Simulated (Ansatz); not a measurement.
Input for Ansatz (an electronic-structure program): R-PBE0/def2-TZVPP on C5H10S (SMILES C1CCSCC1).

Ansatz 0.2 input:
```yaml
crystal:
  periodic: [false, false, false]
  atoms:
    - {symbol: C, position_ang: [-0.11119313, -0.81144467, 0.87641187]}
    - {symbol: C, position_ang: [-1.36186212, -0.30148737, 0.15754934]}
    - {symbol: C, position_ang: [-1.19695763, 1.11847796, -0.37312070]}
    - {symbol: S, position_ang: [0.15916602, 1.26756659, -1.57969323]}
    - {symbol: C, position_ang: [1.48586072, 0.55097705, -0.55817715]}
    - {symbol: C, position_ang: [1.13256620, -0.82913740, -0.01451049]}
    - {symbol: H, position_ang: [-0.29728491, -1.81672369, 1.26141348]}
    - {symbol: H, position_ang: [0.08327017, -0.17654992, 1.74862707]}
    - {symbol: H, position_ang: [-1.60438974, -0.96708374, -0.67540424]}
    - {symbol: H, position_ang: [-2.21226436, -0.32456233, 0.84629868]}
    - {symbol: H, position_ang: [-2.09321756, 1.45056924, -0.89757364]}
    - {symbol: H, position_ang: [-1.01705819, 1.81675837, 0.44890538]}
    - {symbol: H, position_ang: [1.71246991, 1.23937796, 0.26062665]}
    - {symbol: H, position_ang: [2.36249951, 0.50804349, -1.20492148]}
    - {symbol: H, position_ang: [1.98397769, -1.21219794, 0.55685206]}
    - {symbol: H, position_ang: [0.97441743, -1.51258363, -0.85328359]}
basis:
  gaussian:
    orbitals: def2-TZVPP
hamiltonian:
  xc: {name: PBE0}
scf: {lower_state_search: off}
```

It printed:

```
WARN ansatz: RAYON_NUM_THREADS=6 ignored (pool sized by the plan → 6); use --threads N
Functional definition: PBE0
these checks for a lower state are left out or cut short: stability, starts, cluster_reference, orbital_swaps, neighbouring_geometries, increment
integrals: 0.39 GiB planned
1805 factors; their error is unknown
mean field: 3.24 GiB planned
mean field evaluation 1: about -16163.8268 eV, gradient 7.2e1 eV
mean field evaluation 2: about -16151.8749 eV, gradient 9.9e1 eV
mean field evaluation 4: about -16176.0523 eV, gradient 2.4e0 eV
mean field evaluation 8: about -16176.0599 eV, gradient 3.2e-2 eV
mean field evaluation 16: about -16176.0422 eV, gradient 5.6e-5 eV
mean field -16176.04218220 eV, -594.4585856808 hartree, gradient 6.5e-7 eV, S^2 0.000000; 0 other end points of the search recorded, 0 dependent functions left out
reference -16176.04221690 eV, -594.4585869560 hartree; 28, 28 occupied and 309, 309 virtual orbitals, 1805 factors
Total energy: -16176.04221690 eV, -594.4585869560 hartree
Checks for a lower state left out: stability, starts, cluster_reference, orbital_swaps, neighbouring_geometries, increment
```

The run converged.

Cost: about 13 core-seconds (a rough figure).
